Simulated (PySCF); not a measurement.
C4H5, charge +1, multiplicity 1.

```xyz
9

C     -0.1766     1.8419     0.0000
C      0.1660     0.6078     0.0000
C      0.5474    -0.7115     0.0000
C     -0.4231    -1.6798     0.0000
H     -0.3270     2.3877     0.9456
H     -0.3270     2.3877    -0.9456
H      1.6150    -0.9637     0.0000
H     -1.4875    -1.4191     0.0000
H     -0.1554    -2.7430     0.0000
```
Charge +1, spin multiplicity 1.

The structure is a stationary point at PBE0-D3(BJ)/def2-SVP. The spin state was assumed, not searched. The isomer is the one that the SMILES or the coordinates give; other isomers of the formula were not compared. Other conformers were not sampled.

These are PBE0/pcSseg-1 run with PySCF values and carry that method's errors. Non-relativistic, no solvent.

Question: Give the absolute GIAO shielding of each atom: isotropic value and principal components (ppm). (An estimate is asked for; the answer gives what the named calculation found.)

Answer: 
```
atom  σ(iso)     σ11     σ22    σ33   span
----  ------  ------  ------  -----  -----
C1     103.4   -11.7   151.8  170.1  181.8
C2     -97.2  -149.9   -91.8  -49.8  100.1
C3      58.6   -33.2    46.0  163.0  196.3
C4     -46.1  -182.8  -115.8  160.2  343.0
H5      23.6    21.8    23.1   25.9    4.0
H6      23.6    21.8    23.1   25.9    4.0
H7      23.0    21.4    22.5   24.9    3.5
H8      21.6    14.6    23.6   26.6   11.9
H9      21.4    15.5    23.1   25.6   10.1
```
